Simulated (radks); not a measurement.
Cr5+, 19 electrons, occupied as [Ar] 3d1 (the NIST ground configuration).

Method: non-relativistic Kohn-Sham, BLYP, spin-polarised, spherical densities, point nucleus; open shells are filled with parallel spins first; computed with a radial shooting solver on a logarithmic mesh with Libxc functionals.

Energy parts (hartree):
| part | energy |
|---|---|
| total | -1038.04357 |
| kinetic | 1037.31512 |
| electron-nucleus | -2406.01296 |
| Hartree | 376.72913 |
| exchange-correlation | -46.07486 |

Orbitals (lengths in bohr, moments of r in powers of bohr):
[
 {"orbital": "1s down", "occ.": "1", "eigenvalue (hartree)": "-217.6422", "<r^2>": "0.005528"},
 {"orbital": "1s up", "occ.": "1", "eigenvalue (hartree)": "-217.6420", "<r^2>": "0.005528"},
 {"orbital": "2s up", "occ.": "1", "eigenvalue (hartree)": "-27.45752", "<r^2>": "0.1035"},
 {"orbital": "2s down", "occ.": "1", "eigenvalue (hartree)": "-27.43517", "<r^2>": "0.1033"},
 {"orbital": "2p up", "occ.": "3", "eigenvalue (hartree)": "-23.82267", "<r^2>": "0.08377"},
 {"orbital": "2p down", "occ.": "3", "eigenvalue (hartree)": "-23.80571", "<r^2>": "0.08363"},
 {"orbital": "3s up", "occ.": "1", "eigenvalue (hartree)": "-5.65291", "<r^2>": "0.8618"},
 {"orbital": "3s down", "occ.": "1", "eigenvalue (hartree)": "-5.59958", "<r^2>": "0.8644"},
 {"orbital": "3p up", "occ.": "3", "eigenvalue (hartree)": "-4.61079", "<r^2>": "0.9343"},
 {"orbital": "3p down", "occ.": "3", "eigenvalue (hartree)": "-4.55852", "<r^2>": "0.9387"},
 {"orbital": "3d up", "occ.": "1", "eigenvalue (hartree)": "-2.94225", "<r^2>": "1.093"},
 {"orbital": "3d down", "occ.": "0", "eigenvalue (hartree)": "-2.89107", "<r^2>": "1.107"}
]

The highest occupied level is 3d up at -80.063 eV. The density falls to 0.001 e/bohr^3 at r = 2.36 bohr. The electron density at the nucleus is 9334 e/bohr^3. The spin density at the nucleus is -0.2238 e/bohr^3 (1s -0.0058, 2s -0.4722, 3s 0.2542), a Fermi contact field of -11.7 T. Summed over all electrons, <r^2> = 9.158 bohr^2, which gives a Langevin (diamagnetic) susceptibility term of -7.25 x 10^-6 cm^3/mol. Spin moment in Bohr magnetons: 1.
